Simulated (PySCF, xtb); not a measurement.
TlCl, SMILES [Cl][Tl].

GFN2-xTB (xtb) at its own geometry gives an orbital gap of 6.45 eV and a dipole moment of 7.63 D.

The structure is a stationary point at B3LYP-D3(BJ)/def2-TZVP. The def2 effective core potentials stand for the cores of Tl; spin–orbit coupling is left out.

Problem. What does PBE/def2-TZVPD (PySCF) give? (The exact figures need the calculation; the answer reports its results.)

Solution. gap 3.99 eV (levels -6.49 and -2.50 eV), dipole 4.55 D.
